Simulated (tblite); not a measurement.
Species: C4H7BCl2.
SMILES with atom numbers: `[CH3:1][CH2:2]/[CH:3]=[CH:4]\[B:5]([Cl:6])[Cl:7]` (hydrogens: H8, H9, H10 on C1; H11, H12 on C2; H13 on C3; H14 on C4)

Computed with GFN2-xTB (tblite), gas phase: L-BFGS steps from a force-field or distance-geometry start until the largest atomic force falls under 0.01 eV/Å.

Step 3: E = -612.3597 eV
```
atom  x, y, z in Å  |  force x, y, z in eV/Å
C1     -2.1872   -0.4124    0.0960    0.313   0.012  -0.034
C2     -0.6690   -0.4636    0.2213   -0.038   0.083  -0.105
C3      0.0185    0.7049   -0.4077    0.366  -0.070   0.077
C4      1.3560    0.9047   -0.4387   -0.453   0.136  -0.104
B5      2.4886    0.0214    0.1485   -0.236   0.148  -0.126
Cl6     4.1206    0.5523   -0.0550    0.006  -0.054   0.037
Cl7     2.2206   -1.4675    0.9910    0.058   0.145  -0.074
H8     -2.5649    0.4762    0.5776   -0.185   0.217   0.096
H9     -2.6230   -1.2806    0.5695   -0.119  -0.139   0.088
H10    -2.4755   -0.4054   -0.9451   -0.124   0.028  -0.216
H11    -0.3037   -1.3833   -0.2386    0.082  -0.043   0.015
H12    -0.4032   -0.5080    1.2768    0.102  -0.036   0.095
H13    -0.6425    1.4396   -0.8672    0.173  -0.140   0.074
H14     1.6639    1.8213   -0.9506    0.054  -0.288   0.180
```

Step 4: E = -612.3714 eV
```
atom  x, y, z in Å  |  force x, y, z in eV/Å
C1     -2.1805   -0.4119    0.0949   -0.131   0.064  -0.001
C2     -0.6695   -0.4610    0.2185    0.158  -0.066   0.089
C3      0.0238    0.7027   -0.4058   -0.116  -0.052   0.025
C4      1.3506    0.9066   -0.4399   -0.002  -0.038   0.021
B5      2.4840    0.0246    0.1455   -0.202   0.142  -0.113
Cl6     4.1155    0.5489   -0.0532    0.074   0.000   0.008
Cl7     2.2233   -1.4588    0.9863    0.013   0.031  -0.013
H8     -2.5692    0.4800    0.5791   -0.068   0.027  -0.012
H9     -2.6257   -1.2827    0.5710    0.003   0.024  -0.007
H10    -2.4783   -0.4047   -0.9487   -0.057   0.026  -0.071
H11    -0.3017   -1.3828   -0.2370    0.068  -0.034   0.002
H12    -0.4004   -0.5093    1.2771    0.062  -0.020   0.002
H13    -0.6375    1.4345   -0.8645    0.112  -0.073   0.036
H14     1.6650    1.8133   -0.9456    0.086  -0.030   0.034
```

Step 5: E = -612.3740 eV
```
atom  x, y, z in Å  |  force x, y, z in eV/Å
C1     -2.1807   -0.4110    0.0946   -0.129   0.042  -0.007
C2     -0.6676   -0.4613    0.2191    0.057  -0.090   0.084
C3      0.0231    0.7013   -0.4049   -0.045  -0.038   0.020
C4      1.3496    0.9067   -0.4400   -0.030  -0.056   0.029
B5      2.4800    0.0273    0.1432   -0.091   0.076  -0.063
Cl6     4.1155    0.5482   -0.0527    0.045   0.005   0.002
Cl7     2.2241   -1.4565    0.9852    0.001   0.027  -0.013
H8     -2.5712    0.4814    0.5793   -0.042  -0.006  -0.031
H9     -2.6262   -1.2828    0.5713    0.018   0.057  -0.027
H10    -2.4798   -0.4041   -0.9506   -0.031   0.026  -0.011
H11    -0.3002   -1.3833   -0.2367    0.062  -0.031   0.005
H12    -0.3989   -0.5098    1.2774    0.059  -0.022   0.010
H13    -0.6348    1.4324   -0.8634    0.047  -0.025   0.006
H14     1.6665    1.8110   -0.9440    0.079   0.035  -0.005
```

Q: Estimate the geometry and energy of step 6. (The exact step hangs on the optimiser's Hessian estimate; all steps are aligned on step 5, rigid shifts and turns removed.)

A: E = -612.3758 eV, largest force 0.091 eV/Å
```
atom  x, y, z in Å  |  force x, y, z in eV/Å
C1     -2.1826   -0.4096    0.0941   -0.033   0.012  -0.007
C2     -0.6660   -0.4632    0.2208   -0.056  -0.063   0.034
C3      0.0224    0.6991   -0.4035   -0.029  -0.033   0.017
C4      1.3479    0.9059   -0.4396   -0.003   0.013  -0.010
B5      2.4757    0.0306    0.1403    0.039  -0.009   0.000
Cl6     4.1157    0.5475   -0.0521    0.012   0.013  -0.006
Cl7     2.2249   -1.4534    0.9836   -0.012   0.016  -0.009
H8     -2.5738    0.4824    0.5788   -0.026  -0.007  -0.032
H9     -2.6264   -1.2817    0.5709    0.001   0.048  -0.025
H10    -2.4816   -0.4031   -0.9520   -0.012   0.026   0.019
H11    -0.2977   -1.3843   -0.2362    0.043  -0.032   0.011
H12    -0.3962   -0.5108    1.2780    0.048  -0.028   0.032
H13    -0.6319    1.4303   -0.8625   -0.013   0.008  -0.015
H14     1.6692    1.8097   -0.9427    0.041   0.037  -0.010
```

The energy changes by -0.0018 eV. The first-order estimate −F·Δx gives -0.0029 eV and the mean of the old and new forces, exact on a quadratic surface, -0.0018 eV. The step makes an angle of 35° with the force vector and moves no atom by more than 0.006 Å.

What follows is the cost of the whole relaxation. Hardware: one thread, Arm Neoverse N1 (aarch64), on a shared host. Cost: 0.29 s of wall time.
